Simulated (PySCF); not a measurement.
Compound: C₃H₈O₃S.
Structure used (PBE0-D3(BJ)/def2-TZVP), in Å, numbered top down from 1:
```xyz
15
C3H8O3S angstrom
C     -1.9100    0.3879   -0.2894
C     -0.9744   -0.7782   -0.0176
C      0.4809   -0.5274   -0.3918
S      1.2899    0.5910    0.7219
O      0.8050    1.9131    0.5152
O      1.3216    0.0105    2.0308
O      2.7845    0.5583    0.1560
H     -1.8669    0.6886   -1.3395
H     -1.6552    1.2596    0.3132
H     -2.9402    0.1062   -0.0643
H     -1.2979   -1.6504   -0.5934
H     -1.0213   -1.0714    1.0350
H      0.5846   -0.0923   -1.3884
H      1.0649   -1.4486   -0.3458
H      3.3202    0.0367    0.7680
```

Computed with PySCF at wB97X-D/pcSseg-2, non-relativistic, on one gas-phase PBE0-D3(BJ)/def2-TZVP geometry that isn't relaxed in the solvent. The solvent is an IEF-PCM continuum (cavity from Bondi-type radii × 1.2). Specific hydrogen bonds and non-electrostatic terms are outside this model.

Gas phase at wB97X-D/pcSseg-2: HOMO -10.95 eV, LUMO 1.85 eV, dipole 3.93 D.

Task: What does the continuum do to the energy, the frontier levels and the dipole at wB97X-D/pcSseg-2 in chloroform?

Result: 
| solvent | ε | E(solvent) − E(gas) (kJ/mol) | polarisation term (kJ/mol) | distortion of the solute (kJ/mol) | HOMO (eV) | LUMO (eV) | dipole (D) |
| --- | --- | --- | --- | --- | --- | --- | --- |
| chloroform | 4.711 | -32.14 | -36.09 | 3.95 | -10.93 | 2.22 | 4.79 |

The first energy column is the sum of the next two and covers electrostatics alone.

Task: Which radius a makes the point-dipole formula ΔE = −[(ε − 1)/(2ε + 1)]·μ²/a³ give the value in chloroform, with the gas-phase dipole?

Result: μ = 1.545 au and |ΔE| = 0.01224 Eh give a = 2.17 Å; the farthest nucleus lies 3.39 Å from the centroid of the nuclei, so such a sphere wouldn't even hold the nuclei. The formula assumes a rigid point dipole at the centre of a sphere.

Task: Give the dipole vector in the frame of the coordinates (D, pointing from negative to positive charge), gas and chloroform.

Result: Gas (0.17, -3.33, -2.08), solvent (0.33, -4.06, -2.54). Its length changes by +22 % and its direction by 1°.

wB97X-D is run here without its empirical dispersion term; that term would change no orbital, density or response property at a fixed geometry.
